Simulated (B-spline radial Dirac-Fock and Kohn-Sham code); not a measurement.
Z = 71 (lutetium), transition energy 181 keV. These are calculated numbers from a radial B-spline solver; the model is a Dirac-Hartree-Slater potential of the neutral atom with a Latter tail (no hole, which puts coefficients of high multipoles low close above an edge), finite nucleus with surface currents. Subshells that would emit electrons below 1 keV are left out.

Question: A pure transition shows α(K) = 0.573, L1/L2 = 11.2 and L1/L3 = 88.5. What is its multipolarity?
A. E3
B. E2
C. E1
D. M1
E. E4
F. M4
G. M3
H. M2

Answer: D. For comparison, α(K), L1/L2, L1/L3 are E1 0.0619, 5.46, 5.25; E2 0.219, 0.385, 0.511; E3 0.694, 0.0896, 0.143; E4 2.21, 0.0523, 0.0912; M2 2.99, 7.65, 8.32; M3 11.7, 5.29, 1.85; M4 44.1, 3.98, 0.803.
